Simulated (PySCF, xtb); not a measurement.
CH5FN2Si2, SMILES F[Si@@H]1C=N[SiH2]N1.

GFN2-xTB (xtb) at its own geometry gives an orbital gap of 2.08 eV and a dipole moment of 2.04 D.

Geometry: r2SCAN-D4/def2-SVP. The structure was generated by enumeration; whether it is a known compound was not checked.

Question: What does PBE/def2-TZVP in PySCF give? (The exact figures need the calculation; the answer reports its results.)

Answer: gap 3.06 eV (levels -5.70 and -2.64 eV), dipole 1.93 D.
